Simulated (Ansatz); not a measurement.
A single point on C$_{2}$H$_{7}$NOSn, SMILES `C[N](C)[Sn][OH]`.

```yaml
crystal:
  periodic: [false, false, false]
  atoms:
    - {symbol: C, position_ang: [-0.801895, 0.680843, -0.281580]}
    - {symbol: N, position_ang: [0.262212, -0.158440, 0.192319]}
    - {symbol: C, position_ang: [0.962556, 0.422043, 1.308983]}
    - {symbol: Sn, position_ang: [0.854496, -1.974146, -0.519329]}
    - {symbol: O, position_ang: [-0.397807, -2.135310, -2.050147]}
    - {symbol: H, position_ang: [-1.519958, 0.910079, 0.519848]}
    - {symbol: H, position_ang: [-0.427858, 1.641906, -0.665197]}
    - {symbol: H, position_ang: [-1.362356, 0.199213, -1.085913]}
    - {symbol: H, position_ang: [1.423854, 1.386029, 1.047894]}
    - {symbol: H, position_ang: [1.761950, -0.241637, 1.654410]}
    - {symbol: H, position_ang: [0.291648, 0.604763, 2.161403]}
    - {symbol: H, position_ang: [-0.969841, -1.390345, -2.248690]}
basis:
  gaussian: {orbitals: def2-TZVPP}
hamiltonian: {xc: pbe}
correlation: {method: rpa}
```

```sh
$ ansatz run in.yaml --threads 4 --pin off --events-out ev --progress --plain --max-ram 10444MiB
```

Shortened log:

```
Functional definition: PBE
1795 factors; integrals over basis functions are off by at most 9.3e-4 eV
mean field evaluation 1: about -11529.1081 eV, gradient 1.1e2 eV
mean field evaluation 2: about -11529.1022 eV, gradient 1.1e2 eV
mean field evaluation 4: about -11548.5384 eV, gradient 4.4e1 eV
mean field evaluation 8: about -11552.9917 eV, gradient 2.4e0 eV
mean field evaluation 16: about -11553.0023 eV, gradient 2.5e-3 eV
mean field -11553.00230544 eV, -424.5650038185 hartree, gradient 5.3e-6 eV, S^2 0.000000; 2 other end points of the search recorded, 0 dependent functions left out
8 core orbitals not correlated: weight in the atoms' cores, before any rotation towards them, 1.000 or more for the frozen orbitals, at most 0.000 for the correlated occupied ones
reference -11497.14784540 eV, -422.5123902719 hartree; 20, 20 occupied and 244, 244 virtual orbitals, 1795 factors
Total energy: -11544.40683250 eV, -424.2491260143 hartree
```

Run time 13 s (4 threads of an Arm Neoverse V1 on a shared host); peak host memory 0.85 GiB.
